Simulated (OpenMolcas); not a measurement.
# Co III: effect of the active space

```yaml
Program: OpenMolcas 26.06
Method: MS-CASPT2 or its RAS form, IPEA 0.25 Eh, imaginary shift 0.1 Eh
Basis: ANO-RCC-VTZP
Scalar_Hamiltonian: DKH2, point nucleus
Spin-orbit_coupling: state interaction with AMFI integrals over the reference wave functions, term energies averaged over their components
```

A. 7 electrons in 5 orbitals (3d); 2S+1 = 4 even, 10 roots; 2S+1 = 2 even, 40 roots; closed shells correlated: 3s 3p; CASPT2 step roughly 7 core-seconds
B. 7 electrons in 6 orbitals (3d 4s); 2S+1 = 6 even, 5 roots; 2S+1 = 4 even, 60 roots (50 in the spin-orbit step); 2S+1 = 2 even, 110 roots; closed shells correlated: 3s 3p; CASPT2 step about 70 core-seconds
C. 7 electrons in 9 orbitals (RAS2 3d 4s; RAS3 4p, at most 2 electrons); 2S+1 = 4 even, 60 roots; 2S+1 = 6 even, 5 roots kept (CI in the orbitals of an earlier block); 2S+1 = 2 even, 87 roots kept (CI in the orbitals of an earlier block); 2S+1 = 4 odd, 78 roots (49 in the spin-orbit step); 2S+1 = 6 odd, 15 roots kept (CI in the orbitals of an earlier block); 2S+1 = 2 odd, 27 roots kept (CI in the orbitals of an earlier block, 0 in the spin-orbit step); closed shells correlated: 3s 3p; CASPT2 step of the order of 7 core-minutes

Energies in cm⁻¹ above 3d⁷ ⁴F_9/2, the measured ground level; measured values from Sugar and Corliss, J. Phys. Chem. Ref. Data 10, 1097 (1981).

| Level | A | B | C | Measured |
| --- | --- | --- | --- | --- |
| 3d⁷ ⁴F_9/2 | 0.0 | 0.0 | 0.0 | 0.0 |
| 3d⁷ ⁴F_7/2 | 857 | 939 | 940 | 841 |
| 3d⁷ ⁴F_5/2 | 1483 | 1619 | 1623 | 1451 |
| 3d⁷ ⁴F_3/2 | 1910 | 2080 | 2090 | 1867 |
| 3d⁷ ⁴P_5/2 | 15530 | 15170 | 15150 | 15202 |
| 3d⁷ ⁴P_3/2 | 15730 | 15310 | 15330 | 15428 |
| 3d⁷ ⁴P_1/2 | 16180 | 15860 | 15850 | 15811 |
| 3d⁷ ²G_9/2 | 16380 | 15870 | 16630 | 16978 |
| 3d⁷ ²G_7/2 | 17190 | 16740 | 17530 | 17766 |
| 3d⁷ ²P_3/2 | 19750 | 18880 | 19420 | 20195 |
| 3d⁷ ²P_1/2 | 20440 | 19580 | 20180 |  |
| 3d⁷ ²H_11/2 | 22640 | 21940 | 22630 | 22720 |
| 3d⁷ ²H_9/2 | 23350 | 22720 | 23430 | 23434 |
| 3d⁷ ²F_5/2 | 36850 | 35780 | 36210 | 37021 |
| 3d⁷ ²F_7/2 | 37200 | 36170 | 36580 | 37316 |

Deviations, from unrounded energies. A percentage is the sum of absolute deviations over the sum of measured energies, with the sign that they share, or ± where signs differ.

```
                        Against measurement  Levels     A      B      C
             mean absolute deviation (cm-1)      13   240    620    280
      fine structure of the ground term (%)       3  +2.2  +11.6  +11.8
other terms of the ground configuration (%)      10  ±1.4   ±3.4   ±1.4
```

A lies closest to measurement on these levels and B furthest from it. The largest miss of A in the table is 3d⁷ ²G_9/2, by -590 cm-1. The ranking rests on the paired levels alone, and a cruder setting can come out closer through cancelling errors.

The spin-orbit steps hold different terms of 3d⁷ (C lacks a ²D), which shifts levels as well.

The two smallest mean deviations differ by little beside CASPT2's spread within terms, so their order carries little weight.

Among A to C the level of the table that moves most is 3d⁷ ²F_5/2, by 1100 cm-1 (lowest in B, highest in A). Moves below CASPT2's spread within the term are not significant.

Term energies are means over components that CASPT2 splits; among the terms shown or strongly mixed into the levels shown the widest spread is 2100 cm-1 (3d⁷ ⁴F, C). Blocks of more than 70 roots (2S+1 = 2 even) ran without multistate coupling (holds for B; C). Some high roots are left out of the spin-orbit mixing, which shifts the levels that they would mix with (holds for B; C). Some levels mix across a computed gap that differs much from the measured one, so their mixing is not that of the real levels (holds for B). Terms from blocks run as CI alone lack orbitals of their own (holds for C). Measured partners are found by configuration, term and J. A level has none where our copy of the source lacks it or the pairing is in doubt (some pairs that miss far off the trend of their configuration count as doubtful), and it then counts in no deviation. Levels of configurations outside the active space are missing. The table leaves out levels that lie high or whose names do not pair safely across all columns.
